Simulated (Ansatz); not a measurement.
Si2H7OF, singlet: a relaxation.

in.yaml

```yaml
crystal:
  periodic: [false, false, false]
  atoms:
    - {symbol: Si, position_ang: [-0.163500, 0.129881, 1.375545]}
    - {symbol: F, position_ang: [0.695639, -1.609253, 0.307290]}
    - {symbol: O, position_ang: [-0.309546, 0.806652, -0.114662]}
    - {symbol: Si, position_ang: [-0.275444, 0.527535, -1.740817]}
    - {symbol: H, position_ang: [-0.147804, 1.238308, 2.307794]}
    - {symbol: H, position_ang: [-1.272265, -0.819433, 1.701864]}
    - {symbol: H, position_ang: [1.060840, -1.248665, 0.961115]}
    - {symbol: H, position_ang: [1.215097, -0.387680, 1.900512]}
    - {symbol: H, position_ang: [-1.153841, -0.621607, -2.090668]}
    - {symbol: H, position_ang: [1.116562, 0.238875, -2.178835]}
    - {symbol: H, position_ang: [-0.765638, 1.745387, -2.429336]}
basis:
  gaussian: {orbitals: def2-TZVP}
hamiltonian: {xc: pbe0, dispersion: d4}
relax: {f_tol: 0.005, max_steps: 200}
```

Launched with

```bash
ansatz run in.yaml --threads 4 --pin off --events-out ev --progress --plain --max-ram 9574MiB
```

What Ansatz 0.2.0 printed:

```
Functional definition: PBE0
  name "PBE0"
  cite "Adamo & Barone, J. Chem. Phys. 110, 6158 (1999) doi:10.1063/1.478522"
  cite "Perdew, Burke & Ernzerhof, Phys. Rev. Lett. 77, 3865 (1996) doi:10.1103/PhysRevLett.77.3865"
  parent pbe
  parameter a = 0.25
  parameter kappa = 0.804
  parameter beta = 0.06672455060314922
  exchange = (1 - a)*pbe_x(kappa = kappa, mu = beta*pi^2/3) + a*exact_x
  correlation = pbe_c(beta = beta)
1151 factors; their error is unknown
mean field evaluation 1: about -20619.8114 eV, gradient 5.8e1 eV
mean field evaluation 2: about -20610.2630 eV, gradient 9.3e1 eV
mean field evaluation 4: about -20624.7121 eV, gradient 5.1e0 eV
mean field evaluation 8: about -20624.8256 eV, gradient 3.5e-2 eV
mean field -20624.82563232 eV, -757.9483619790 hartree, gradient 5.6e-5 eV, S^2 0.000000; 0 other end points of the search recorded, 0 dependent functions left out
the calculation of the forces begins
reference -20624.82566746 eV, -757.9483632703 hartree; 26, 26 occupied and 152, 152 virtual orbitals, 1151 factors
relax step   1: F+E_penalty+E_count = -20625.00438310 eV  Δ(F+E_penalty+E_count) = +0.000e0 eV  max|allowed force component| = 8.184e0 eV/Å  Δτ_max = 0.0000 Å  (24 SCF iters, accepted)
relax step   2: F+E_penalty+E_count = -20625.95402203 eV  Δ(F+E_penalty+E_count) = -9.496e-1 eV  max|allowed force component| = 1.138e0 eV/Å  Δτ_max = 0.1957 Å  (29 SCF iters, accepted)
relax step   3: F+E_penalty+E_count = -20626.15178422 eV  Δ(F+E_penalty+E_count) = -1.978e-1 eV  max|allowed force component| = 1.150e0 eV/Å  Δτ_max = 0.1951 Å  (30 SCF iters, accepted)
relax step   4: F+E_penalty+E_count = -20626.28180943 eV  Δ(F+E_penalty+E_count) = -1.300e-1 eV  max|allowed force component| = 1.085e0 eV/Å  Δτ_max = 0.1943 Å  (29 SCF iters, accepted)
relax step   5: F+E_penalty+E_count = -20626.33087420 eV  Δ(F+E_penalty+E_count) = -4.906e-2 eV  max|allowed force component| = 8.707e-1 eV/Å  Δτ_max = 0.1952 Å  (29 SCF iters, accepted)
relax step   6: F+E_penalty+E_count = -20626.33963368 eV  Δ(F+E_penalty+E_count) = -8.759e-3 eV  max|allowed force component| = 7.866e-1 eV/Å  Δτ_max = 0.2000 Å  (35 SCF iters, accepted)
relax step   7: F+E_penalty+E_count = -20626.35571063 eV  Δ(F+E_penalty+E_count) = -1.608e-2 eV  max|allowed force component| = 3.278e-1 eV/Å  Δτ_max = 0.2000 Å  (28 SCF iters, accepted)
relax step   8: F+E_penalty+E_count = -20626.34447782 eV  Δ(F+E_penalty+E_count) = +1.123e-2 eV  max|allowed force component| = 9.600e-1 eV/Å  Δτ_max = 0.1962 Å  (28 SCF iters, rejected (line search))
relax step   9: F+E_penalty+E_count = -20626.35897184 eV  Δ(F+E_penalty+E_count) = -3.261e-3 eV  max|allowed force component| = 2.812e-1 eV/Å  Δτ_max = 0.0330 Å  (29 SCF iters, accepted)
relax step  10: F+E_penalty+E_count = -20626.35827880 eV  Δ(F+E_penalty+E_count) = +6.930e-4 eV  max|allowed force component| = 3.367e-1 eV/Å  Δτ_max = 0.0986 Å  (30 SCF iters, rejected (line search))
relax step  11: F+E_penalty+E_count = -20626.36307469 eV  Δ(F+E_penalty+E_count) = -4.103e-3 eV  max|allowed force component| = 3.778e-2 eV/Å  Δτ_max = 0.0493 Å  (29 SCF iters, accepted)
relax step  12: F+E_penalty+E_count = -20626.36411650 eV  Δ(F+E_penalty+E_count) = -1.042e-3 eV  max|allowed force component| = 4.867e-2 eV/Å  Δτ_max = 0.0500 Å  (28 SCF iters, accepted)
relax step  13: F+E_penalty+E_count = -20626.36434094 eV  Δ(F+E_penalty+E_count) = -2.244e-4 eV  max|allowed force component| = 6.913e-2 eV/Å  Δτ_max = 0.0340 Å  (29 SCF iters, accepted)
relax step  14: F+E_penalty+E_count = -20626.36444544 eV  Δ(F+E_penalty+E_count) = -1.045e-4 eV  max|allowed force component| = 7.546e-2 eV/Å  Δτ_max = 0.0142 Å  (29 SCF iters, accepted)
relax step  15: F+E_penalty+E_count = -20626.36501865 eV  Δ(F+E_penalty+E_count) = -5.732e-4 eV  max|allowed force component| = 5.058e-3 eV/Å  Δτ_max = 0.0234 Å  (29 SCF iters, accepted)
relax step  16: F+E_penalty+E_count = -20626.36502676 eV  Δ(F+E_penalty+E_count) = -8.114e-6 eV  max|allowed force component| = 5.272e-3 eV/Å  Δτ_max = 0.0012 Å  (22 SCF iters, accepted)
relax step  17: F+E_penalty+E_count = -20626.36525314 eV  Δ(F+E_penalty+E_count) = -2.264e-4 eV  max|allowed force component| = 2.616e-2 eV/Å  Δτ_max = 0.0489 Å  (29 SCF iters, accepted)
relax step  18: F+E_penalty+E_count = -20626.36526114 eV  Δ(F+E_penalty+E_count) = -7.998e-6 eV  max|allowed force component| = 3.220e-2 eV/Å  Δτ_max = 0.0138 Å  (29 SCF iters, accepted)
relax step  19: F+E_penalty+E_count = -20626.36529474 eV  Δ(F+E_penalty+E_count) = -3.360e-5 eV  max|allowed force component| = 3.581e-2 eV/Å  Δτ_max = 0.0163 Å  (29 SCF iters, accepted)
relax step  20: F+E_penalty+E_count = -20626.36534465 eV  Δ(F+E_penalty+E_count) = -4.991e-5 eV  max|allowed force component| = 2.305e-2 eV/Å  Δτ_max = 0.0244 Å  (28 SCF iters, accepted)
relax step  21: F+E_penalty+E_count = -20626.36537750 eV  Δ(F+E_penalty+E_count) = -3.286e-5 eV  max|allowed force component| = 2.129e-2 eV/Å  Δτ_max = 0.0070 Å  (31 SCF iters, accepted)
relax step  22: F+E_penalty+E_count = -20626.36540117 eV  Δ(F+E_penalty+E_count) = -2.367e-5 eV  max|allowed force component| = 1.799e-2 eV/Å  Δτ_max = 0.0109 Å  (30 SCF iters, accepted)
relax step  23: F+E_penalty+E_count = -20626.36542106 eV  Δ(F+E_penalty+E_count) = -1.989e-5 eV  max|allowed force component| = 1.968e-2 eV/Å  Δτ_max = 0.0078 Å  (30 SCF iters, accepted)
relax step  24: F+E_penalty+E_count = -20626.36545047 eV  Δ(F+E_penalty+E_count) = -2.941e-5 eV  max|allowed force component| = 1.639e-2 eV/Å  Δτ_max = 0.0148 Å  (30 SCF iters, accepted)
relax step  25: F+E_penalty+E_count = -20626.36546909 eV  Δ(F+E_penalty+E_count) = -1.862e-5 eV  max|allowed force component| = 1.245e-2 eV/Å  Δτ_max = 0.0094 Å  (30 SCF iters, accepted)
relax step  26: F+E_penalty+E_count = -20626.36550047 eV  Δ(F+E_penalty+E_count) = -3.138e-5 eV  max|allowed force component| = 1.932e-2 eV/Å  Δτ_max = 0.0111 Å  (30 SCF iters, accepted)
relax step  27: F+E_penalty+E_count = -20626.36552129 eV  Δ(F+E_penalty+E_count) = -2.082e-5 eV  max|allowed force component| = 1.529e-2 eV/Å  Δτ_max = 0.0039 Å  (22 SCF iters, accepted)
relax step  28: F+E_penalty+E_count = -20626.36552195 eV  Δ(F+E_penalty+E_count) = -6.617e-7 eV  max|allowed force component| = 1.475e-2 eV/Å  Δτ_max = 0.0010 Å  (20 SCF iters, accepted)
relax step  29: F+E_penalty+E_count = -20626.36553147 eV  Δ(F+E_penalty+E_count) = -9.522e-6 eV  max|allowed force component| = 1.463e-2 eV/Å  Δτ_max = 0.0123 Å  (30 SCF iters, accepted)
relax step  30: F+E_penalty+E_count = -20626.36554538 eV  Δ(F+E_penalty+E_count) = -1.391e-5 eV  max|allowed force component| = 1.156e-2 eV/Å  Δτ_max = 0.0047 Å  (31 SCF iters, accepted)
relax step  31: F+E_penalty+E_count = -20626.36554929 eV  Δ(F+E_penalty+E_count) = -3.915e-6 eV  max|allowed force component| = 3.686e-3 eV/Å  Δτ_max = 0.0016 Å  (21 SCF iters, accepted)
Total energy: -20626.36558390 eV, -758.0049541557 hartree
Atom 0 at    -0.291540     0.388136     1.503754 Å, force     0.000932    -0.001864    -0.000741 eV/Å
Atom 1 at     1.189798    -2.092152    -0.143746 Å, force    -0.000627    -0.001289    -0.002551 eV/Å
Atom 2 at    -0.172284     0.881291    -0.036698 Å, force     0.000600     0.001005    -0.001433 eV/Å
Atom 3 at    -0.258525     0.511144    -1.635689 Å, force     0.000133     0.001358    -0.002087 eV/Å
Atom 4 at    -0.302260     1.567639     2.398623 Å, force    -0.000244     0.000831     0.000698 eV/Å
Atom 5 at    -1.498371    -0.447362     1.719235 Å, force    -0.000772    -0.000352    -0.000691 eV/Å
Atom 6 at     1.295684    -1.634797     0.656184 Å, force     0.000191     0.000912     0.001974 eV/Å
Atom 7 at     0.906620    -0.438192     1.871315 Å, force     0.000028     0.001366     0.000832 eV/Å
Atom 8 at    -1.132736    -0.669735    -1.843118 Å, force     0.001366     0.001303     0.000498 eV/Å
Atom 9 at     1.102131     0.246471    -2.159318 Å, force    -0.003450     0.000416     0.000796 eV/Å
Atom 10 at    -0.838416     1.687556    -2.330741 Å, force     0.001843    -0.003686     0.002704 eV/Å
Dipole moment:    -0.049925     0.179563     0.284023 e Å

[the SCF lines of later steps are left out]
```

The lines “mean field evaluation” count trial sets of orbitals through the whole run, from several starts and some on an approximate energy, so they need not fall steadily or lie above the final value.

Hardware: 4 CPU threads of an Arm Neoverse V1, shared host. Wall time about 74 s.
